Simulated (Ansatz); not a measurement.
One change: `[CH3][InH][Br]` becomes `[Br][InH][Br]`.

Ansatz, PBE0-D4/def2-TZVP geometries, multiplicity 1. 

Elements past krypton have def2 core potentials. Scalar relativity is left out up to krypton.

| property | `[CH3][InH][Br]` |
| --- | --- |
| HOMO–LUMO gap (PBE0/def2-TZVPP) / eV | 5.92 |
| size of the dipole moment (ωB97M-V/def2-TZVPP) / D | 3.38 |
| LUMO energy (B3LYP/def2-TZVPP) / eV | -1.94 |
| LUMO energy (PBE/def2-TZVPP) / eV | -2.37 |
| HOMO energy (B3LYP/def2-TZVPP) / eV | -7.34 |
| HOMO–LUMO gap (B3LYP/def2-TZVPP) / eV | 5.40 |

Task: Give the same properties after the change, and the shifts. (Best estimate.)

Result: Ansatz gave: 
```tsv
property	`[Br][InH][Br]`	shift
HOMO–LUMO gap (PBE0/def2-TZVPP) / eV	6.33	0.41
size of the dipole moment (ωB97M-V/def2-TZVPP) / D	2.23	-1.15
LUMO energy (B3LYP/def2-TZVPP) / eV	-2.30	-0.36
LUMO energy (PBE/def2-TZVPP) / eV	-2.78	-0.41
HOMO energy (B3LYP/def2-TZVPP) / eV	-8.09	-0.75
HOMO–LUMO gap (B3LYP/def2-TZVPP) / eV	5.80	0.40
```

With PBE0 the HOMO falls by 0.79 eV and the LUMO falls by 0.37 eV, so the gap widens by about 0.42 eV. PBE moves the HOMO by -0.74 eV and ωB97M-V by -0.79 eV. The zero-point energy changes by -91.1 kJ/mol with -9 modes. Dipoles are sizes alone; their direction can turn.

B3LYP here is the variant with VWN-RPA as its local correlation; programs differ in this.

Spin–orbit coupling is left out; it splits and shifts lone-pair levels of the heavy atoms by tenths of an eV.
